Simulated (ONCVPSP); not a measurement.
**Before and after: ONCV potential for cerium**

| Item | Value |
| --- | --- |
| Element | cerium |
| Generator | ONCVPSP 4.0.1 |
| Type | optimised norm-conserving Vanderbilt (ONCV) |
| Functional | PBE |
| Relativity | scalar-relativistic |
| Frozen core | [Kr] 4d10 4f1 |
| Valence charge | 11 |
| Reference configuration | 5s2 5p6 5d1 6s1.5 (charge +0.5) |
| Partial waves | 5s+6s: rc 2.55 bohr, ncon 4, nbas 8, qcut 3.9 1/bohr, 2 projectors; 5p: rc 2.70 bohr, ncon 4, nbas 8, qcut 5.2 1/bohr, 3 projectors, debl 2 Ha; 5d: rc 3.80 bohr, ncon 5, nbas 10, qcut 4 1/bohr, 1 projector |
| Local potential | polynomial inside 1.60 bohr (lpopt 5, dvloc0 0 Ha) |
| Core correction | Teter function, fcfact 3.25, rcfact 1.2 |

All-electron outer shells of the reference configuration (PBE, scalar-relativistic, ld1.x):

```tsv
shell	level (eV)	outermost node (bohr)	outermost maximum (bohr)
5s	-43.41	0.75	1.37
5p	-26.04	0.81	1.55
4f	-8.20	–	0.71
6s	-6.05	1.81	3.63
5d	-5.70	0.92	2.15
```

Change: s: qcut 2.8; p: qcut 3.7; d: qcut 2.8.

Cutoffs: the cutoffs (Ha) at which the residual kinetic energy of the hardest occupied pseudo-wave falls to 1 and 0.1 mHa per electron; they do not see the model core or the augmentation charge, which bear on the density cutoff. Errors are all-electron minus pseudo energies relative to the spin-unpolarised reference configuration.

**Question.** What does the change do?

**Answer.** The potential gets neither clearly harder nor softer (5.7 Ha and 8.0 Ha → 5.5 Ha and 24 Ha); the d channel sets the loose cutoff, while the largest relative change is in s, which becomes softer; of the 3 tests that both files solve, the error grows in 2 and shrinks in 0 by more than 15 % and 0.3 meV (median size 0.9 → 1.5 meV); the range in which the d phases agree narrows (upper end 2.1 → 0.2); neither file shows a bound ghost.

| quantity | base | changed |
| --- | --- | --- |
| cutoff, loose | 5.7 Ha | 5.5 Ha |
| cutoff, tight | 8.0 Ha | 24 Ha |
| loose cutoff by channel | s 5.7 Ha, p 5.1 Ha, d 5.3 Ha | s 4.4 Ha, p 5.2 Ha, d 5.5 Ha |
| bound ghosts | none | none |
| GHOST(+) flags under 300 eV | s at 30.9 eV, p at 203.2 eV | s at 25.5 eV, d at 116.7 eV, p at 195.0 eV |
| tests counted as reliable (solved cleanly; for ONCVPSP, near-neutral configurations with less than one 5d electron left out) | 3 of 4 | 3 of 4 |
| error for 5s2 5p6 5d1 6s2, meV [ΔE -2.44 eV] | +0.4 | +0.2 |
| error for 5s2 5p6 5d1 6s1, meV [ΔE 3.63 eV] | -0.9 | -1.5 |
| error for 5s2 5p6 5d1 6s0, meV [ΔE 14.71 eV] | -6.0 | -18 |
| s: phases at 2.58 bohr within 0.05 rad from the reference energy up to (Ha; the scan ends near 5) | 0.9 | 0.5 |
| p: phases at 2.74 bohr within 0.05 rad from the reference energy up to (Ha; the scan ends near 5) | 4.7 | 4.6 |
| d: phases at 3.86 bohr within 0.05 rad from the reference energy up to (Ha; the scan ends near 5) | 2.1 | 0.2 |
| rms error of d²Exc/dni dnj with the model core, mHa | 0.53 | 1.04 |

Base: Tests not counted: 5s2 5p6 5d0 6s2 (all-electron energy unsafe for a near-neutral lanthanide with less than one 5d electron, printed error +2.4 meV). Changed file: Tests not counted: 5s2 5p6 5d0 6s2 (all-electron energy unsafe for a near-neutral lanthanide with less than one 5d electron, printed error +46 meV).
